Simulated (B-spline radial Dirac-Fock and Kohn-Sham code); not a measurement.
These are calculated numbers from an atomic code on a B-spline grid; the model is Dirac-Fock energy differences between relaxed states, corrected for Breit and QED terms. Free neutral atoms.

Q: Order these X-ray lines by photon energy, lowest first.
A. Ho Lβ15
B. Sm Lβ1
C. Ir Lα1
D. As Kβ1
E. Tm Lγ3
F. Er Lβ7

A: B (6205.7 eV), A (7895.2 eV), F (8297.4 eV), C (9174.2 eV), E (9782.7 eV), D (11722.9 eV).
